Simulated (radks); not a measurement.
Problem. The mean radii <r> (bohr) of the occupied orbitals of an atom or ion are listed with their occupations. Method: scalar-relativistic Kohn-Sham, PBE, spin-polarised, spherical densities, point nucleus; computed with a radial shooting solver on a logarithmic mesh with Libxc functionals.

orbital  occ.      <r>
1s down     1  0.02409
1s up       1  0.02409
2s up       1   0.1031
2s down     1   0.1031
2p up       3  0.09055
2p down     3  0.09055
3s up       1   0.2724
3s down     1   0.2723
3p up       3   0.2705
3p down     3   0.2704
3d up       5   0.2476
3d down     5   0.2474
4s up       1   0.6226
4s down     1   0.6223
4p up       3   0.6595
4p down     3   0.6592
4d up       5   0.7273
4d down     5   0.7271
5s up       1    1.510
5s down     1    1.517
5p up       3    1.772
5p down     3    1.784
5d up       1    3.006
4f up       3    1.189

Name the element and its charge. Open shells, if any, are filled with parallel spins first.

Solution. Z = 59, praseodymium, charge +1: Pr+ in [Xe] 4f3 5d1. The 1s radius gives Z: for a bare nucleus <r> = (2 gamma + 1)/(2Z) with gamma = sqrt(1 - (Z/c)^2), 0.02377 bohr for Z = 59, and screening makes it slightly larger (0.02409 here). The occupations add up to 58, and the charge is Z minus that.
